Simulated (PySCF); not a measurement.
C₃H₃F₃, SMILES FC1(F)[C@H](C1)F. The structure is a stationary point at r2SCAN-D4/def2-SVP. The structure was generated by enumeration; whether it is a known compound was not checked.

Computed equilibrium geometry at r2SCAN-D4/def2-SVP (PySCF confirms it by a frequency run) as a Z-matrix:
```
C
F 1 1.3395
F 1 1.3450 2 110.86
C 1 1.4813 2 118.80 3 143.49
F 4 1.3558 1 117.86 2 2.68
H 4 1.0968 5 113.69 1 146.66
C 1 1.4858 2 119.06 3 -144.51
H 7 1.0937 1 119.29 2 143.56
H 7 1.0944 8 116.78 1 146.97
```
Charge 0, spin multiplicity 1.
